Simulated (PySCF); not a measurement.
Excitations are Tamm–Dancoff values on a coarser integration grid. The basis has no diffuse functions, so Rydberg states are missing or too high.

Cartesian coordinates (Å):
```xyz
8

B     -1.6104     0.2605     0.1653
B     -0.2846    -0.4616    -0.4836
C      1.1199    -0.1269    -0.0599
C      2.2327     0.1595     0.2969
H     -2.0826     1.2485    -0.3101
H     -2.1694    -0.1934     1.1173
H     -0.4259    -1.2931    -1.3321
H      3.2203     0.4065     0.6062
```
Charge 0, multiplicity 1.

Problem. Estimate the S1 excitation (TDA), LUMO and S1 oscillator strength that TPSSh-D3(BJ)/def2-TZVP // CAM-B3LYP-D3(BJ)/def2-TZVP in PySCF returns for this input.

Solution. 
```yaml
S1 excitation (TDA): 3.83 eV
LUMO: -2.52 eV
S1 oscillator strength: 0.001
```
